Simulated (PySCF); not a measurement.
C$_{4}$H$_{9}$ (SMILES C[CH-]CC), charge -1, singlet, at a GFN2-xTB geometry (in this run its highest filled SCF level lies above zero, so its values depend strongly on the basis, on diffuse functions most of all); R2SCAN/STO-3G run with PySCF.

PySCF was given this input:
```python
from pyscf import gto, scf, dft

mol = gto.Mole()
mol.atom = '''
    C     0.70662520    1.78950852   -0.02822001
    C     0.78602574    0.26565315   -0.08582565
    C    -0.64172601   -0.27736893   -0.00826500
    C    -0.66882494   -1.80509364   -0.00683784
    H     1.71078327    2.23072488    0.02412519
    H    -1.69125093   -2.20259065   -0.00665062
    H     0.12575311    2.23234389    0.83033153
    H     0.22921895    2.18462261   -0.93764008
    H    -0.15478529   -2.18759156    0.87555392
    H    -0.14825457   -2.18375501   -0.88551638
    H     1.28910472   -0.05023313    0.88023266
    H    -1.20680019    0.07473592   -0.88882647
    H    -1.24636903    0.06554843    0.88328128
'''
mol.basis = 'sto-3g'
mol.charge = -1
mol.verbose = 4
mol.build()

mf = dft.RKS(mol)
mf.xc = 'r2scan'
mf.grids.atom_grid = (75, 302)
mf.kernel()
mf.analyze()
```

Question: What does PySCF print? Leave out banner, timings and long lists.

Answer: 
```
PySCF version 2.14.0

[INPUT] verbose = 4
[INPUT] num. atoms = 13
[INPUT] num. electrons = 34
[INPUT] charge = -1
[INPUT] spin (= nelec alpha-beta = 2S) = 0
[INPUT] symmetry False subgroup None
[INPUT] Mole.unit = angstrom
[INPUT] Symbol           X                Y                Z      unit          X                Y                Z       unit  Magmom
[...]
nuclear repulsion = 122.000908092734
number of shells = 21
number of NR pGTOs = 87
number of NR cGTOs = 29
basis = sto-3g
ecp = {}

******** <class 'pyscf.dft.rks.RKS'> ********
method = RKS
initial guess = minao
damping factor = 0
level_shift factor = 0
DIIS = <class 'pyscf.scf.diis.CDIIS'>
diis_start_cycle = 1
diis_space = 8
diis_damp = 0
SCF conv_tol = 1e-09
SCF conv_tol_grad = None
SCF max_cycles = 50
direct_scf = True
direct_scf_tol = 1e-13
XC library pyscf.dft.libxc version 7.1.2
    S. Lehtola, C. Steigemann, M. J. T. Oliveira, and M. A. L. Marques,  SoftwareX 7, 1–5 (2018)
XC functionals = r2scan
    J. W. Furness, A. D. Kaplan, J. Ning, J. P. Perdew, and J. Sun,  J. Phys. Chem. Lett. 11, 8208–8215 (2020)
    J. W. Furness, A. D. Kaplan, J. Ning, J. P. Perdew, and J. Sun,  J. Phys. Chem. Lett. 11, 9248–9248 (2020)
    J. W. Furness, A. D. Kaplan, J. Ning, J. P. Perdew, and J. Sun,  J. Phys. Chem. Lett. 11, 8208–8215 (2020)
    J. W. Furness, A. D. Kaplan, J. Ning, J. P. Perdew, and J. Sun,  J. Phys. Chem. Lett. 11, 9248–9248 (2020)
radial grids:
    Treutler-Ahlrichs [JCP 102, 346 (1995); DOI:10.1063/1.469408] (M4) radial grids

becke partition: Becke, JCP 88, 2547 (1988); DOI:10.1063/1.454033
pruning grids: <function nwchem_prune>
grids dens level: 3
symmetrized grids: False
atomic radii adjust function: <function treutler_atomic_radii_adjust>
User specified grid scheme (75, 302)
small_rho_cutoff = 0
Set gradient conv threshold to 3.16228e-05
Initial guess from minao.
tot grids = 190016
init E= -155.682098101487
[...]
cycle= 1 E= -155.533535044228  delta_E= 0.149  |g|= 0.515  |ddm|= 4.21
[...]
cycle= 2 E= -155.522245542997  delta_E= 0.0113  |g|= 0.537  |ddm|= 1.91
[...]
cycle= 3 E= -155.630105255763  delta_E= -0.108  |g|= 0.0626  |ddm|= 1.15
[...]
cycle= 4 E= -155.631347615662  delta_E= -0.00124  |g|= 0.0192  |ddm|= 0.125
[...]
cycle= 5 E= -155.631457958201  delta_E= -0.00011  |g|= 0.00232  |ddm|= 0.027
[...]
cycle= 6 E= -155.631460284576  delta_E= -2.33e-06  |g|= 0.000433  |ddm|= 0.00525
[...]
cycle= 7 E= -155.631460341138  delta_E= -5.66e-08  |g|= 6.89e-05  |ddm|= 0.000656
[...]
cycle= 8 E= -155.631460342789  delta_E= -1.65e-09  |g|= 4.73e-06  |ddm|= 0.000116
[...]
cycle= 9 E= -155.631460342795  delta_E= -6.2e-12  |g|= 2.74e-06  |ddm|= 1.17e-05
[...]
Extra cycle  E= -155.631460342794  delta_E= 3.98e-13  |g|= 2.9e-06  |ddm|= 7.91e-06
converged SCF energy = -155.631460342794
**** SCF Summaries ****
Total Energy =                        -155.631460342794384
Nuclear Repulsion Energy =             122.000908092734477
One-electron Energy =                 -459.353138776472576
Two-electron Energy =                  181.720770340943716
Two-electron Coulomb Energy =          207.190234776600278
DFT Exchange-Correlation Energy =      -25.469464435656558
HOMO-LUMO gap [eV] =                     7.420409974644488
**** MO energy ****
[...]
 ** Mulliken pop on meta-lowdin orthogonal AOs  **
 ** Mulliken pop  **
[...]
 ** Mulliken atomic charges  **
charge of    0C =     -0.14459
charge of    1C =     -0.43291
charge of    2C =     -0.07501
charge of    3C =     -0.14448
charge of    4H =     -0.01677
charge of    5H =      0.00066
charge of    6H =     -0.05180
charge of    7H =     -0.01846
charge of    8H =      0.02015
charge of    9H =      0.02562
charge of   10H =     -0.09477
charge of   11H =     -0.01652
charge of   12H =     -0.05112

WARN: System has nonzero charge -1; the dipole moment is origin-dependent.
Location of origin: [0. 0. 0.]

Dipole moment(X, Y, Z, Debye): -2.57180, -1.42866,  0.50398
```
